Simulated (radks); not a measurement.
Spherical quantum dot in the effective-mass picture: electrons in a parabolic well V = omega^2 r^2 / 2 with omega = 0.585, with a point charge +1 (a donor) at the centre, all in effective atomic units (hartree* = m*/eps^2 hartree, bohr* = eps/m* bohr), one dielectric constant everywhere. Calculated with a radial shooting solver with Libxc functionals: non-relativistic Kohn-Sham, LDA (Slater exchange, Perdew-Wang correlation), spin-polarised, spherical densities. Levels are named by radial order and angular momentum (1s, 1p, 1d, 2s, ...), and open shells are averaged over m.

N = 2, configuration 1s2. This is the lowest configuration that the search found. Occupied and some empty levels:

level  occupation  eigenvalue (hartree*)  <r> (bohr*)
1s              2                0.86193        1.210
1p              0                 1.6619        1.915
2s              0                 2.0628        2.110
1d              0                 2.2747        2.346

Energy (hartree*): total 0.444386, kinetic 1.3622, external -1.6819, Hartree 1.5081, exchange-correlation -0.74404. Static polarisability (adiabatic kernel): 2.435 bohr*^3, against N/omega^2 = 5.844 from the generalised Kohn theorem, which the central charge breaks.
